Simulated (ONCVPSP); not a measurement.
# cobalt: from the effect back to the setting (ONCV)

Base potential:

ONCVPSP 4.0.1 input, shortened (lines: element, Z, core and valence counts, functional; n l f; lmax; l rc ep ncon nbas qcut; lloc lpopt rc5 dvloc0; l nproj debl; icmod fcfact rcfact), LDA (Perdew-Wang 92), scalar-relativistic:

```
  Co 27.00    3    4  -001012      upf
    1    0    2.00
    2    0    2.00
    2    1    6.00
    3    0    2.00
    3    1    6.00
    3    2    7.00
    4    0    2.00
    2
    0    1.45    0.00    4    7    6.70
    1    0.95    0.00    4    7   12.30
    2    1.30    0.00    5    9   12.60
    4    5    0.75    0.00
    0    2    3.90
    1    2    3.00
    2    2    0.70
    2    0.35    0.70
```

Cutoffs, loose and tight: the cutoffs (Ha) at which the residual kinetic energy of the hardest occupied pseudo-wave falls to 1 and 0.1 mHa per electron. They do not see the model core or the augmentation charge, which bear on the density cutoff. Test errors are all-electron minus pseudo excitation energies from the reference, over the configurations 3s2 3p6 3d7 4s1; 3s2 3p6 3d7 4s0; 3s2 3p6 3d6 4s0; 3s2 3p6 3d5 4s0; variants that change the core or the reference have their own tests.

Only the qcut of the s channel is moved:

| qcut of the s channel (1/bohr) | cutoff, loose | cutoff, tight | bound ghosts | largest test error (meV) | median size of the test errors |
| --- | --- | --- | --- | --- | --- |
| 4.1 | 64 Ha | 72 Ha | none | +79 | 2.1 meV |
| 5.7 | 64 Ha | 72 Ha | none | +82 | 1.8 meV |
| 7.4 | 64 Ha | 72 Ha | none | +84 | 1.4 meV |
| 8.5 | 64 Ha | 72 Ha | none | +84 | 1.3 meV |
| 9.6 | 64 Ha | 72 Ha | none | +85 | 1.2 meV |

One more run gave cutoff, loose: 64 Ha; cutoff, tight: 72 Ha; bound ghosts: none; largest test error (meV): +83; median size of the test errors: 1.7 meV. Which value of the qcut of the s channel was used?

6.4 1/bohr. The median size of the test errors moves one way along this sweep, from 2.1 meV at 4.1 to 1.2 meV at 9.6 1/bohr, which places the run between 5.7 and 7.4 1/bohr.
